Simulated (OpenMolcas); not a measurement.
**4d ions of charge +3 along the row**

```
Program             : OpenMolcas
Method              : MS-CASPT2, IPEA 0.25 Eh, imaginary shift 0.1 Eh
Basis               : ANO-R3
Scalar Hamiltonian  : X2C, finite nucleus
Spin-orbit coupling : RASSI with atomic mean-field integrals over the reference wave functions, term energies averaged over their components
```

Active space: the 4d shell; CASPT2 also correlates the outermost closed s and p core shells.

B and C come from two terms' centres of gravity (d2, d8: 3P = 15B, 1G = 12B + 2C; d3, d7: 4P = 15B, 2G = 4B + 3C; d4, d6: 3G = 9B + 4C, 3H = 4B + 4C; d5: 4D = 17B + 5C, 4G = 10B + 5C, above the ground term), where all their levels are at least 80 % pure. ζ = ±2S·A comes from the whole width of the ground multiplet by E(J) = (A/2) J(J+1), where its levels are at least 85 % pure. Energies in cm-1.

```csv
Ion,Configuration,Lowest level,Weight (%),B,B measured,C,C measured,ζ,ζ measured
Mo3+,4d³,⁴F_3/2,99,647,619,2591,2606,789,818
Tc3+,4d⁴,⁵D₀,98,,,,,1028,
Ru3+,4d⁵,⁶S_5/2,99,,,,,,
Rh3+,4d⁶,⁵D₄,98,,,,,1331,
Pd3+,4d⁷,⁴F_9/2,97,,,,,1579,
```

Measured columns use the levels in Sugar and Musgrove, J. Phys. Chem. Ref. Data 17, 155 (1988) (Mo3+).

The computed ζ goes from 789 (Mo3+) to 1579 cm-1 (Pd3+), a factor of 2.00, rising at every step.

CASPT2 does not keep the components of a term degenerate, so their means are used; among the low terms the widest spread is 1800 cm-1 (4d⁶ ¹I, Rh3+). The CASPT2 spread within a term exceeds the gap to the next term for 4d³ ²H and 4d³ ²D(1), so the order of their levels is uncertain (figures for Mo3+; the like holds for Tc3+, Rh3+). Blocks of more than 70 roots (2S+1 = 2 even) ran without multistate coupling (holds for Ru3+). Measured partners are found by configuration, term and J. A level has none where our copy of the source lacks it or the pairing is in doubt (some pairs that miss far off the trend of their configuration count as doubtful), and it then counts in no deviation. Only configurations of the active space appear.

A number in round brackets counts repeated terms of one configuration in the order of the reference energies.
